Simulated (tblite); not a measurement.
C₃H₁₂NSi₃ (doublet state).
Atom-mapped SMILES: `[CH3:1][SiH2:2][C@@H:3]([CH:4]=[N:5])[SiH2:6][SiH3:7]` (hydrogens: H8, H9, H10 on C1; H11, H12 on Si2; H13 on C3; H14 on C4; H15, H16 on Si6; H17, H18, H19 on Si7)

The geometry is computed with GFN2-xTB (gas phase). This method treats the open shell by occupation alone, without spin polarisation.

Task: What internal coordinates does the optimisation give?

Result: 
```tsv
bond	length (Å)
C1–Si2	1.894
Si2–C3	1.914
C3–C4	1.507
C4=N5	1.220
C3–Si6	1.913
Si6–Si7	2.311
C1–H8, C1–H9, C1–H10	1.087
Si2–H11	1.469
Si2–H12	1.468
C3–H13	1.095
C4–H14	1.099
Si6–H15	1.471
Si6–H16	1.473
Si7–H17, Si7–H18, Si7–H19	1.465
```

Bonds in one row agree within 0.01 Å and their mean is given. A selection of angles:
```tsv
angle	degrees
Si2–C1–H8	111.0
H8–C1–H9	107.2
C1–Si2–C3	109.3
C1–Si2–H11	110.7
C1–Si2–H12	111.1
C3–Si2–H11	108.1
C3–Si2–H12	107.8
H11–Si2–H12	109.7
Si2–C3–C4	107.8
Si2–C3–Si6	115.9
Si2–C3–H13	108.5
C4–C3–Si6	108.4
C4–C3–H13	107.2
Si6–C3–H13	108.7
C3–C4–N5	124.9
C3–C4–H14	112.6
N5–C4–H14	122.5
C3–Si6–Si7	110.4
C3–Si6–H15	107.3
C3–Si6–H16	106.3
Si7–Si6–H15	112.6
Si7–Si6–H16	114.5
H15–Si6–H16	105.2
Si6–Si7–H17	112.8
Si6–Si7–H19	110.5
H17–Si7–H18	106.6
```

Dihedral angles: C1–Si2–C3–C4 60° (synclinal); Si2–C3–C4–N5 -115° (anticlinal); Si2–C3–Si6–Si7 71° (synclinal).

Si2 (silicon bonded to 2 C and 2 H) is tetrahedral (angles from 107.8° to 111.1°). The 3 C–Si bonds span 1.894 Å (C1–Si2, drawn single) to 1.914 Å (Si2–C3, drawn single), a spread of 0.020 Å. Si6 (silicon bonded to C, Si and 2 H) is distorted tetrahedral (angles from 105.2° to 114.5°). C4 (carbon bonded to C, N and H) is planar (angles 124.9°, 122.5° and 112.6°, sum 360.0°, 0.00 Å off the plane of its three neighbours). Si7 (silicon bonded to Si and 3 H) is distorted tetrahedral (angles from 106.6° to 113.1°).

Point group: C1 (no symmetry element, even within 0.4 Å). Its lowest GFN2-xTB frequency is 8i cm⁻¹, too small to tell a flat minimum from a shallow saddle.

One conformer stands for the species.
